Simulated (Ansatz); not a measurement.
H2MgO (SMILES [OH][MgH]) moved off its minimum; all values from Ansatz (a quantum-chemistry and plane-wave program), cores frozen in correlated methods.
(charge 0, multiplicity 1)
```xyz
4

Mg    -0.1347    -0.0826    -0.6721
H     -0.0391    -0.0237    -2.4496
O     -0.0112    -0.0567     1.0115
H     -0.0391    -0.0939     2.0893
```

**Question.** Give the forces (eV/Å), the total energy and the dipole at CCSD(T)/def2-TZVPPD.

**Answer.** 
```
atom      Fx      Fy      Fz
----  ------  ------  ------
Mg1   -0.009   0.034  -3.025
H2    -0.098  -0.045   0.663
O3    -0.021  -0.161   7.263
H4     0.128   0.172  -4.902
```
Energy -275.9925 hartree, dipole 1.36 D.
